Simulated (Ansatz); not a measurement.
Program: Ansatz. Geometries: PBE0-D4/def2-TZVP. ΔE: electronic, gas phase. CBS: MP2 limit from def2 TZ/QZ plus the TZ coupled-cluster correction, frozen cores. Functionals use def2-TZVPP. B3LYP here is the variant with VWN-RPA as its local correlation; programs differ in this. Each species was taken in one conformer, which may not be the lowest.

Consider the isomerisation: `[SiH3][SiH2]BCl` → `B[SiH]([SiH3])Cl`.

| level | ΔE (kcal/mol) | difference from CCSD(T)/CBS |
| --- | --- | --- |
| LDA (SPW92) | 5.9 | 3.7 |
| B3LYP-D4 | 2.2 | 0.0 |
| PBE-QIDH | 2.7 | 0.5 |
| PBE | 4.3 | 2.1 |
| revPBE | 3.9 | 1.7 |
| r2SCANh | 2.8 | 0.6 |
| CAM-B3LYP | 2.4 | 0.2 |
| HF/def2-TZVPP | -0.6 | -2.8 |
| CCSD/def2-TZVPP | 2.5 | 0.3 |
| CCSD/CBS(def2) | 1.4 | -0.8 |
| CCSD(T)/CBS | 2.2 | 0 |

Largest T1 diagnostic among the species: 0.014.

In def2-TZVPP, CCSD(T) changes the Hartree–Fock value by +3.9 kcal/mol (the triples alone add +0.8 kcal/mol) and MP2 by +3.4 kcal/mol. From BLYP to BHLYP (50 % exact exchange), in def2-TZVPP and without D4, ΔE moves by −2.0 kcal/mol.
